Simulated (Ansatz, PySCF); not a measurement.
Complex: H4SeSi (SMILES [SiH3][SeH]) (first 6 atoms) with HF (SMILES F); geometry from B3LYP-D3(BJ)/def2-TZVP, rigid monomers moved along the line of their centres of mass till Se2···H8 is 2.71 Å.
(charge 0, multiplicity 1):
```xyz
8

Si     0.61403    -1.35464     0.86011
Se    -0.47344     0.68384     0.98736
H      0.05015    -2.15992    -0.24271
H      2.01750    -0.99594     0.57953
H      0.48859    -2.07773     2.13964
H     -1.75220     0.08040     1.39748
F      0.96357     0.78956     4.31710
H      0.51259     0.89909     3.49986
```

Counterpoise-corrected where a basis set is named; no monomer relaxation. Rows marked so take none.

Correlated levels freeze the cores. Filled d and f shells under p-block atoms count as core. CBS(a, b) extrapolates the correlation energy as X⁻³ and adds the Hartree–Fock energy of set b. Rows in 6-31G* carry no dispersion term and start afresh at each structure (6-31G* with six Cartesian d functions); the Pople sets are all-electron and without relativity.

Run with Ansatz (a program for electronic structure); PySCF for 6-31G* rows. Values without a source in brackets are computed.

Give the interaction energy at the level CCSD(T)/CBS(def2-SVPD, def2-TZVPPD).

-4.3 kcal/mol

Estimate the interaction energy that HF/6-31G* (no counterpoise) returns for this input.

-3.9 kcal/mol

Predict the interaction energy from HF/def2-TZVPPD.

-3.2 kcal/mol
